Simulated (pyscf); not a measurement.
This saddle point was located with ωB97X-D3(BJ)/def2-SVP in PySCF.

```xyz
10

Si    -1.2887     0.8352     0.5810
N      0.4653     0.6212     0.6346
Si     0.0963    -0.3360    -0.8051
H     -1.5360    -0.6654    -0.2780
H     -1.7800     0.2038     1.8598
H     -2.1935     2.0053     0.3871
H      0.8429     0.1158     1.4390
H     -0.8216     1.1111    -1.0648
H      0.4417    -0.2241    -2.2520
H      0.5165    -1.7375    -0.4386
```
Charge 0, spin multiplicity 1.

Surface: singlet, charge 0. Lowest wavenumbers (cm⁻¹): 845i, 386, 428, 501, 528.

### Question
What reaction is this the transition state of?

### Answer
H₃Si–NH–SiH₃ ⇌ H₃Si–NH–SiH₃, a concerted two-bond exchange read from left to right: H–Si, H–Si broken and H–Si, H–Si formed. At CCSD(T)/def2-TZVPP + ΔMP2(QZVPP) it lies +77.5 kcal/mol from the left side and +77.5 kcal/mol from the right (each side as separated species at their lowest minima found). At the saddle there is also a short Si–Si contact that neither side keeps. This is the saddle that the search found; another between the same sides may lie lower. The CCSD(T) − MP2 part came from Ansatz, without density fitting, on the same reference.
